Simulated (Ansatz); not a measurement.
AsH4NS (`N[AsH]S`), relaxed with RKS PBE-D4/def2-SVP in Ansatz 0.2.0 from a rough embedded geometry. The force threshold is 0.03 eV/Å; the program also tests the step.

Charge 0, multiplicity 1.

Start:

```xyz
7

N     0.483   -0.095    1.202
As    0.029    0.797   -0.366
S    -0.064   -1.167   -1.451
H     1.450   -0.334    1.177
H     0.392    0.627    2.024
H    -1.511    0.764   -0.010
H    -0.779   -0.591   -2.576
```

Problem. How much energy does the relaxation release, and in how many steps? (Estimate.)

Solution. Ansatz gave: 51.97 kJ/mol, in 17 steps, 4 of them rejected.

Problem. Which bonds change most? (An estimate is asked.)

Solution. Ansatz gave: S3–H7 from 1.452 to 1.363 Å; N1–H5 from 1.097 to 1.022 Å; As2–S3 from 2.245 to 2.299 Å; As2–H6 from 1.581 to 1.545 Å.

Problem. Give the relaxed structure. (Estimate.)

Solution. Ansatz gave: 
```xyz
7

N     0.732    0.008    1.023
As   -0.106    0.815   -0.410
S    -1.034   -0.951   -1.554
H     1.667    0.365    1.231
H     0.205   -0.232    1.866
H    -1.477    1.038    0.267
H     0.013   -1.044   -2.422
```
